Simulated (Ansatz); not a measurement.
HOS, SMILES `O[S+]` (lower triplet) (charge 1, multiplicity 3). This triplet lies 0.54 eV below the relaxed singlet at the level composite: frozen-core CCSD(T) with HF/cc-pV5Z and the correlation energy extrapolated as X^-3 from cc-pVQZ and cc-pV5Z, plus CCSDT(Q) minus CCSD(T) in cc-pVDZ // B3LYP-D3(BJ)/def2-TZVP (Ansatz, an electronic-structure program).

Calculation: r2SCAN0/cc-pVTZ // B3LYP-D3(BJ)/def2-TZVP run with Ansatz.

Ansatz 0.2 input:
```yaml
crystal:
  periodic: [false, false, false]
  atoms:
    - { symbol: O, position_ang: [-0.239558, 0.363161, 0.0] }
    - { symbol: S, position_ang: [1.230379, -0.087144, -0.000004] }
    - { symbol: H, position_ang: [-0.990821, -0.276016, 0.000004] }
basis:
  gaussian: { orbitals: cc-pVTZ }
hamiltonian:
  xc: r2scan0
total_charge: 1
magnetization:
  spin_polarized: true
  initial_magnetization: 2
```

Output:

```
Functional definition: r2SCAN0
511 factors; their error is unknown
mean field evaluation 1: about -12875.4506 eV, gradient 6.0e1 eV
mean field evaluation 2: about -12826.7817 eV, gradient 1.1e2 eV
mean field evaluation 4: about -12886.7258 eV, gradient 3.1e0 eV
mean field evaluation 8: about -12886.7791 eV, gradient 1.4e-1 eV
mean field evaluation 16: about -12886.7792 eV, gradient 5.4e-5 eV
mean field -12886.77923323 eV, -473.5804018483 hartree, gradient 5.4e-5 eV, S^2 2.013108; 0 other end points of the search recorded, 0 dependent functions left out
reference -12886.77923911 eV, -473.5804020644 hartree; 13, 11 occupied and 65, 67 virtual orbitals, 511 factors
Total energy: -12886.77923911 eV, -473.5804020644 hartree
```
